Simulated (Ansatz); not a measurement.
`C#[C][In]([Cl])[Cl]` + dimethylamine → `C[N](C)[In]([Cl])[Cl]` + acetylene at 700 K and 1 bar (ligand exchange at the In–C bond).

Computed with Ansatz on PBE0-D4/def2-TZVP structures; ΔE is electronic, products minus reactants. CCSD(T)/CBS adds triple-zeta CCSD(T) − MP2 to the extrapolated MP2 energy (def2 sets, frozen cores). This one scheme is used for every species. def2 core potentials past Kr. For In outer-core shells are correlated without core-valence functions, which leaves a few kJ/mol of doubt a bond. One conformer a species, not always the lowest.

```csv
species,CCSD(T)/CBS energy (Eh),H − E (kJ/mol),S (J/(mol·K))
`C#[C][In]([Cl])[Cl]`,-1186.11436,118.7,461.6
`CNC`,-135.00321,296.9,352.4
`C[N](C)[In]([Cl])[Cl]`,-1243.88764,312.7,558.0
`C#C`,-77.22717,102.1,244.4
```

H − E and S are ideal-gas, rigid-rotor, harmonic terms from PBE0-D4/def2-TZVP, for one conformer and one mirror image of each species. 1 Eh = 2625.50 kJ/mol, R = 8.31446 J/(mol·K).

Problem. By hand: ΔE, ΔH, ΔS and ΔG.

Solution. ΔE = (-1243.88764) + (-77.22717) − (-1186.11436) − (-135.00321) = 0.00276 Eh = 7.2 kJ/mol. Δ(H − E) = 312.7 + 102.1 − 118.7 − 296.9 = -0.8, so ΔH = 6.4 kJ/mol. ΔS = 558.0 + 244.4 − 461.6 − 352.4 = -11.6 J/(mol·K). ΔG = 6.4 − 700 × (-11.6)/1000 = 14.5 kJ/mol.

Problem. By hand: the equilibrium constant, and the temperature at which ΔG would vanish if ΔH and ΔS stayed fixed.

Solution. log₁₀ K = −ΔG/(RT ln 10) = -1.1. ΔH and −TΔS have one sign here, so there is no such temperature.

TΔS isn't small against ΔH here. A doubt of 5 kJ/mol in ΔE shifts log₁₀ K by 0.4 here. Other conformers and mirror images would add mixing entropy, several J/(mol·K) or more a flexible species. Modes under 60 cm⁻¹, often nearly free rotors, make the harmonic entropy too high. These are equilibria of isolated gas molecules and say nothing of rates. Largest T1 diagnostic: 0.014 (customary marks: 0.02 for closed shells, 0.045 for open ones).

ΔS is within the doubt of such terms, so its sign, and with it that verdict, could turn.
